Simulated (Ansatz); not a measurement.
An input meant for Sn3H2 (charge 0, singlet).

```yaml
crystal:
  periodic: [false, false, false]
  atoms:
    - {symbol: Sn, position_ang: [-3.976186, 1.205919, 0.366215]}
    - {symbol: Sn, position_ang: [-0.729131, -4.016292, -0.857548]}
    - {symbol: Sn, position_ang: [2.621211, 1.562420, 0.285771]}
    - {symbol: H, position_ang: [-1.165051, 4.172604, 0.940866]}
    - {symbol: H, position_ang: [3.249180, -2.924652, -0.735303]}
basis:
  gaussian: {orbitals: def2-SVPD}
hamiltonian: {xc: {name: revPBE}, dispersion: d3bjatm}
```

```sh
$ ansatz run in.yaml --threads 4 --pin off --events-out ev --progress --plain --max-ram 8704MiB
```

It prints (some lines left out):

```
Functional definition: revPBE
1187 factors; their error is unknown
mean field evaluation 1: about -17511.4780 eV, gradient 2.7e1 eV
mean field evaluation 2: about -17444.0120 eV, gradient 6.9e1 eV
mean field evaluation 4: about -17448.7033 eV, gradient 5.8e1 eV
mean field evaluation 8: about -17519.5339 eV, gradient 8.3e-1 eV
mean field evaluation 16: about -17519.5975 eV, gradient 8.3e-5 eV
mean field evaluation 32: about -17518.8541 eV, gradient 3.5e0 eV
mean field evaluation 64: about -17519.0716 eV, gradient 7.1e0 eV
mean field evaluation 96: about -17518.2634 eV, gradient 7.5e0 eV
mean field evaluation 128: about -17519.5930 eV, gradient 4.1e-1 eV
mean field -17519.59749347 eV, -643.8333326753 hartree, gradient 1.8e-6 eV, S^2 0.000000; 10 other end points of the search recorded, 0 dependent functions left out
reference -17519.59756249 eV, -643.8333352119 hartree; 34, 34 occupied and 78, 78 virtual orbitals, 1187 factors
Total energy: -17519.68178180 eV, -643.8364302142 hartree
```

In this input the geometry is stretched to more than twice its size. The run converged. The result belongs to that input, not to the species as meant.

In the def2 sets Sn takes a core potential; there is no spin–orbit coupling.
